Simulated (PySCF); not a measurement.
How methods differ on the ionisation energy of Tl⁴⁷⁺

Tl⁴⁷⁺ [Ar] 3d10 4s2 4p4 (3P) → Tl⁴⁸⁺ [Ar] 3d10 4s2 4p3 (4S), as a difference of total energies. Computed with PySCF 2.14 in an even-tempered Gaussian basis (18 s from 5.4 bohr⁻², ratio 2.5; 14 p from 7 bohr⁻², ratio 2.5; 8 d from 12 bohr⁻², ratio 2.5; 4 f from 37 bohr⁻², ratio 2.7; 4 g from 56 bohr⁻², ratio 2.7), with the spin-free X2C one-electron Hamiltonian (Gaussian nucleus). Correlated levels: outer shells: [Ne] frozen; virtual orbitals above 40 to 60 times the deepest correlated orbital energy dropped. The calculations carry no spin-orbit coupling.

```
                method  ionisation energy (eV)
                   UHF                  2610.1
    MP2 (outer shells)                  2611.7
SCS-MP2 (outer shells)                  2611.7
   CCSD (outer shells)                  2611.7
CCSD(T) (outer shells)                  2611.7
```

Spin-orbit coupling is strong in these open shells (close to jj coupling). The scalar numbers leave it out and a first-order estimate fails, so it can dominate the gap to the real levels.

Breit and QED terms and the two-electron picture change are absent.

For comparison: 2574 ± 4 eV (theoretical estimate listed by NIST; NIST Atomic Spectra Database, ionization energies).
